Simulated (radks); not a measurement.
Results of a calculation; reference values are marked as such.
Problem. Coulomb parameter of the 4f shell of the holmium ion Ho+ in the model configuration [Xe] 4f10 5d1 6s1, as a second difference U = [E(n + 0.25) + E(n - 0.25) - 2 E(n)] / (0.25)^2 with all orbitals relaxed. "Bare": the charge of the atom changes with n. "Screened": the 5d shell takes up the change at fixed total charge, which measures U(4f,4f) + U(5d,5d) - 2 U(4f,5d). Level of theory: Dirac Kohn-Sham, PBE, spin-unpolarised, spherical densities, finite nucleus; open shells are shared between the two j in proportion to 2j + 1; Fermi nuclear charge, rms radius 5.2022 fm (a radial shooting solver on a logarithmic mesh with Libxc functionals). Estimate both.

Solution. U(bare) = 15.854 eV, U(screened by 5d) = 5.228 eV, against the Slater integral F0(4f,4f) = 31.844 eV with frozen orbitals.
